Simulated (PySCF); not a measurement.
C$_{5}$H$_{11}$FSi, singlet, at a GFN2-xTB geometry, with bond 14-6 at 1.8 times its length; CASSCF(2,4)/STO-3G (PySCF).

Input for PySCF:
```python
from pyscf import gto, scf, mcscf
import numpy

mol = gto.Mole()
mol.atom = '''
    C    -1.982369   -0.970179    1.601507
    C    -1.001688   -0.115734    1.349853
    Si   -0.159036    0.071725   -0.324906
    C    -0.371896    1.817710   -1.038595
    F    -0.919523   -0.944630   -1.348854
    C     1.658685   -0.496539   -0.292603
    C     2.551202    0.342848    0.617545
    H    -2.445331   -1.055291    2.573036
    H    -2.365194   -1.623853    0.835420
    H    -0.656246    0.519878    2.156338
    H     0.103660    1.903345   -2.011541
    H    -1.423185    2.059838   -1.164585
    H     0.063557    2.571730   -0.390688
    H     1.745912   -2.372511    0.285701
    H     2.063644   -0.470351   -1.306148
    H     2.554843    1.383069    0.300585
    H     3.576571   -0.021917    0.595490
    H     2.199148    0.301175    1.645544
'''
mol.basis = 'sto-3g'
mol.charge = 0
mol.spin = 0
mol.verbose = 4
mol.build()

mf = scf.RHF(mol)
mf.kernel()
mc = mcscf.CASSCF(mf, 4, 2)
mc.fix_spin_(ss=0.0)
mc.kernel()
occ = numpy.linalg.eigvalsh(mc.fcisolver.make_rdm1(mc.ci, mc.ncas, mc.nelecas))[::-1]
ss = mc.fcisolver.spin_square(mc.ci, mc.ncas, mc.nelecas)[0]
print('natural occupations', occ.round(4), ' <S^2>', round(ss, 4))
```

Question: Write the output that PySCF gives for this input, abridged.

Answer: 
```
PySCF version 2.14.0

[INPUT] verbose = 4
[INPUT] num. atoms = 18
[INPUT] num. electrons = 64
[INPUT] charge = 0
[INPUT] spin (= nelec alpha-beta = 2S) = 0
[INPUT] symmetry False subgroup None
[INPUT] Mole.unit = angstrom
[INPUT] Symbol           X                Y                Z      unit          X                Y                Z       unit  Magmom
[INPUT]  1 C     -1.982369000000  -0.970179000000   1.601507000000 AA   -3.746134487828  -1.833372601804   3.026409616574 Bohr   0.0
[INPUT]  2 C     -1.001688000000  -0.115734000000   1.349853000000 AA   -1.892915982263  -0.218705563300   2.550852478423 Bohr   0.0
[INPUT]  3 Si    -0.159036000000   0.071725000000  -0.324906000000 AA   -0.300534483946   0.135540606284  -0.613983356228 Bohr   0.0
[INPUT]  4 C     -0.371896000000   1.817710000000  -1.038595000000 AA   -0.702781586821   3.434974073883  -1.962660104343 Bohr   0.0
[INPUT]  5 F     -0.919523000000  -0.944630000000  -1.348854000000 AA   -1.737646635238  -1.785091989048  -2.548964642024 Bohr   0.0
[INPUT]  6 C      1.658685000000  -0.496539000000  -0.292603000000 AA    3.134460376924  -0.938322720165  -0.552939533226 Bohr   0.0
[INPUT]  7 C      2.551202000000   0.342848000000   0.617545000000 AA    4.821073068443   0.647888822355   1.166990919595 Bohr   0.0
[INPUT]  8 H     -2.445331000000  -1.055291000000   2.573036000000 AA   -4.621005873909  -1.994210971718   4.862333348646 Bohr   0.0
[INPUT]  9 H     -2.365194000000  -1.623853000000   0.835420000000 AA   -4.469568891465  -3.068637436553   1.578714998984 Bohr   0.0
[INPUT] 10 H     -0.656246000000   0.519878000000   2.156338000000 AA   -1.240125210341   0.982427038187   4.074888251992 Bohr   0.0
[INPUT] 11 H      0.103660000000   1.903345000000  -2.011541000000 AA    0.195889010072   3.596800770560  -3.801261578334 Bohr   0.0
[INPUT] 12 H     -1.423185000000   2.059838000000  -1.164585000000 AA   -2.689429874589   3.892529680972  -2.200746698777 Bohr   0.0
[INPUT] 13 H      0.063557000000   2.571730000000  -0.390688000000 AA    0.120105323299   4.859865366328  -0.738293320154 Bohr   0.0
[INPUT] 14 H      1.745912000000  -2.372511000000   0.285701000000 AA    3.299295517592  -4.483396017518   0.539896643514 Bohr   0.0
[INPUT] 15 H      2.063644000000  -0.470351000000  -1.306148000000 AA    3.899721978602  -0.888834572415  -2.468261998148 Bohr   0.0
[INPUT] 16 H      2.554843000000   1.383069000000   0.300585000000 AA    4.827953561262   2.613621621376   0.568023327152 Bohr   0.0
[INPUT] 17 H      3.576571000000  -0.021917000000   0.595490000000 AA    6.758739655062  -0.041417127472   1.125313009917 Bohr   0.0
[INPUT] 18 H      2.199148000000   0.301175000000   1.645544000000 AA    4.155787427385   0.569138265566   3.109627485921 Bohr   0.0

nuclear repulsion = 378.380928508402
number of shells = 34
number of NR pGTOs = 150
number of NR cGTOs = 50
basis = sto-3g
ecp = {}

******** <class 'pyscf.scf.hf.RHF'> ********
method = RHF
initial guess = minao
damping factor = 0
level_shift factor = 0
DIIS = <class 'pyscf.scf.diis.CDIIS'>
diis_start_cycle = 1
diis_space = 8
diis_damp = 0
SCF conv_tol = 1e-09
SCF conv_tol_grad = None
SCF max_cycles = 50
direct_scf = True
direct_scf_tol = 1e-13
Set gradient conv threshold to 3.16228e-05
Initial guess from minao.
init E= -577.344322875744
  HOMO = -0.239097020156002  LUMO = 0.0147386845525213  gap/eV = 6.90722
cycle= 1 E= -576.799995181572  delta_E= 0.544  |g|= 0.411  |ddm|= 4.88
  HOMO = -0.248800336181201  LUMO = 0.212724917942501  gap/eV = 12.55874
cycle= 2 E= -576.885803283197  delta_E= -0.0858  |g|= 0.117  |ddm|= 0.886
  HOMO = -0.26424067399788  LUMO = 0.223195628406478  gap/eV = 13.26382
cycle= 3 E= -576.891307744018  delta_E= -0.0055  |g|= 0.0485  |ddm|= 0.238
  HOMO = -0.274004431363763  LUMO = 0.213708903194647  gap/eV = 13.27136
cycle= 4 E= -576.8923501338  delta_E= -0.00104  |g|= 0.0144  |ddm|= 0.093
  HOMO = -0.272918808887641  LUMO = 0.216372879414945  gap/eV = 13.31431
cycle= 5 E= -576.892457742844  delta_E= -0.000108  |g|= 0.00275  |ddm|= 0.0296
  HOMO = -0.272780222547442  LUMO = 0.216538033369739  gap/eV = 13.31503
cycle= 6 E= -576.892463468744  delta_E= -5.73e-06  |g|= 0.000621  |ddm|= 0.00778
  HOMO = -0.272807483679862  LUMO = 0.216554554814666  gap/eV = 13.31622
cycle= 7 E= -576.892463803967  delta_E= -3.35e-07  |g|= 0.000249  |ddm|= 0.00177
  HOMO = -0.272835052570922  LUMO = 0.216540206238149  gap/eV = 13.31658
cycle= 8 E= -576.89246383735  delta_E= -3.34e-08  |g|= 7.39e-05  |ddm|= 0.000482
  HOMO = -0.272845953796965  LUMO = 0.216532455758189  gap/eV = 13.31666
cycle= 9 E= -576.892463843386  delta_E= -6.04e-09  |g|= 3.01e-05  |ddm|= 0.000219
  HOMO = -0.272848901569624  LUMO = 0.216531411935672  gap/eV = 13.31672
cycle= 10 E= -576.892463844026  delta_E= -6.4e-10  |g|= 3.91e-06  |ddm|= 8.53e-05
  HOMO = -0.27284895906498  LUMO = 0.216531487577948  gap/eV = 13.31672
Extra cycle  E= -576.892463844036  delta_E= -1.05e-11  |g|= 1.54e-06  |ddm|= 7.83e-06
converged SCF energy = -576.892463844036

******** <class 'pyscf.mcscf.mc1step.CASSCF'> ********
CAS (1e+1e, 4o), ncore = 31, nvir = 15
max_cycle_macro = 50
max_cycle_micro = 4
conv_tol = 1e-07
conv_tol_grad = None
orbital rotation max_stepsize = 0.02
orbital rotation threshold for CI restart = 0.01
augmented hessian ah_max_cycle = 30
augmented hessian ah_conv_tol = 1e-12
augmented hessian ah_linear dependence = 1e-14
augmented hessian ah_level shift = 1e-08
augmented hessian ah_start_tol = 2.5
augmented hessian ah_start_cycle = 3
augmented hessian ah_grad_trust_region = 3
kf_trust_region = 3
kf_interval = 4
ci_response_space = 4
ci_grad_trust_region = 3
with_dep4 0
natorb = False
canonicalization = True
sorting_mo_energy = False
ao2mo_level = 2
internal_rotation = False
******** <class 'pyscf.fci.addons.SpinPenaltyFCISolver'> ********
max. cycles = 50
conv_tol = 1e-08
davidson only = True
linear dependence = 1e-12
level shift = 0.001
max iter space = 12
nroots = 1
pspace_size = 400
spin = None
CASCI E = -576.953138909730  S^2 = 0.0000000
Set conv_tol_grad to 0.000316228
macro iter   1 ( 19 JK    4 micro), CASSCF E = -576.977905882416  dE = -2.47669727e-02  S^2 = 0.0000000
               |grad[o]|=0.0675  |grad[c]|=0.0441  |ddm|=0.0467  |maxRot[o]|=0.167
macro iter   2 ( 20 JK    4 micro), CASSCF E = -576.978904771942  dE = -9.98889526e-04  S^2 = 0.0000000
               |grad[o]|=0.0146  |grad[c]|=0.00245  |ddm|=0.00665  |maxRot[o]|=0.196
macro iter   3 ( 21 JK    4 micro), CASSCF E = -576.978917307987  dE = -1.25360450e-05  S^2 = 0.0000000
               |grad[o]|=0.000918  |grad[c]|=0.0002  |ddm|=0.000224  |maxRot[o]|=0.216
macro iter   4 ( 21 JK    4 micro), CASSCF E = -576.978922043338  dE = -4.73535124e-06  S^2 = 0.0000000
               |grad[o]|=0.000537  |grad[c]|=0.000261  |ddm|=0.000161  |maxRot[o]|=0.247
macro iter   5 ( 21 JK    4 micro), CASSCF E = -576.978929975979  dE = -7.93264144e-06  S^2 = 0.0000000
               |grad[o]|=0.000288  |grad[c]|=0.000757  |ddm|=7.37e-05  |maxRot[o]|=0.308
macro iter   6 ( 21 JK    4 micro), CASSCF E = -576.978945300262  dE = -1.53242833e-05  S^2 = 0.0000000
               |grad[o]|=0.000226  |grad[c]|=0.000576  |ddm|=0.000195  |maxRot[o]|=0.252
macro iter   7 ( 11 JK    2 micro), CASSCF E = -576.978947870841  dE = -2.57057900e-06  S^2 = 0.0000000
               |grad[o]|=0.000162  |grad[c]|=0.000127  |ddm|=5.64e-05  |maxRot[o]|=0.158
macro iter   8 (  6 JK    1 micro), CASSCF E = -576.978948954688  dE = -1.08384620e-06  S^2 = 0.0000000
               |grad[o]|=9.8e-05  |grad[c]|=0.000129  |ddm|=3.43e-05  |maxRot[o]|=0.0715
macro iter   9 (  6 JK    1 micro), CASSCF E = -576.978949017406  dE = -6.27179588e-08  S^2 = 0.0000000
               |grad[o]|=5.22e-05  |grad[c]|=2.31e-05  |ddm|=1.49e-05  |maxRot[o]|=0.0239
macro iter  10 (  3 JK    1 micro), CASSCF E = -576.978949033910  dE = -1.65041456e-08  S^2 = 0.0000000
               |grad[o]|=4.87e-05  |grad[c]|=7.36e-06  |ddm|=7.2e-06  |maxRot[o]|=0.006
1-step CASSCF converged in  10 macro (149 JK  29 micro) steps
CASSCF canonicalization
Density matrix diagonal elements [1.71711515e+00 2.80895534e-01 3.39227433e-05 1.95539648e-03]
CASSCF energy = -576.978949033910
CASCI E = -576.978949033910  E(CI) = -1.19815615596099  S^2 = 0.0000000
natural occupations [1.7177 0.2822 0.     0.    ]  <S^2> 0.0
```
